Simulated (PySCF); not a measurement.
# Shapes and spin states of SiBr₂

All numbers come from PySCF, PBE0, basis Si def2-TZVP, Br def2-TZVP (no relativity, density fitting).

Relaxations began from a few typed shapes and spin states; open shells are unrestricted. The search is not exhaustive: other isomers or separated fragments can lie lower, and high-lying points may rest on an excited occupation.

Question: Order these stationary points by electronic energy, lowest first, in kJ/mol from the lowest minimum.
A. triplet C2v: Si–Br 2.212 Å (×2); Br–Si–Br 119.9°
B. singlet D∞h: Si–Br 2.373 Å (×2); Br–Si–Br 180.0°
C. triplet D∞h: Si–Br 2.284 Å (×2); Br–Si–Br 180.0°
D. singlet C2v: Si–Br 2.249 Å (×2); Br–Si–Br 102.0°

Answer: D (0.0), B (165.2), A (180.8), C (249.0).

Question: Which of them are minima?

Answer: By energy in kJ/mol, 0.0: minimum; 165.2: saddle point, 2 imaginary modes; 180.8: minimum; 249.0: saddle point, 1 imaginary mode.

Counting electrons, silicon keeps 2 of its valence electrons outside its bonds, so the VSEPR class is AX2E1 and the expected shape is bent (C2v), as computed.

The electron or spin density has lower symmetry than the nuclear frame for the triplet D∞h at 249.0 kJ/mol.
